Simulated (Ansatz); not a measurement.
Compare A (`C=NCS[SiH3]`) with its isomer B (`C[SiH]1NCS1`).

Calculated with Ansatz (gas phase, PBE0-D4/def2-TZVP geometries, no zero-point term in ΔE). CCSD(T)/CBS adds triple-zeta CCSD(T) − MP2 to the extrapolated MP2 energy (def2 sets, frozen cores). DFT in def2-TZVPP. One conformer a species, not always the lowest.

Which isomer does CCSD(T)/CBS put lower? Give the gap. (Best estimate.)

Computed: B, by 167.6 kJ/mol.

Give E(B) − E(A) in kJ/mol with CCSD/def2-TZVPP, r2SCAN-D4, PBE-D4, B2PLYP, ωB97M-V, MP2/def2-TZVPP, PBE0-D4. (Estimate.)

Ansatz gave: CCSD/def2-TZVPP -162.5, r2SCAN-D4 -169.5, PBE-D4 -160.8, B2PLYP -158.9, ωB97M-V -171.7, MP2/def2-TZVPP -174.7, PBE0-D4 -176.4. None reverses the order clearly.

Largest T1 diagnostic: 0.012.

In def2-TZVPP, CCSD(T) changes the Hartree–Fock value by −8.7 kJ/mol (the triples alone add +2.8 kJ/mol) and MP2 by −23.6 kJ/mol. From PBE to PBE0 (25 % exact exchange), in def2-TZVPP and without D4, E(B) − E(A) moves by −15.8 kJ/mol.
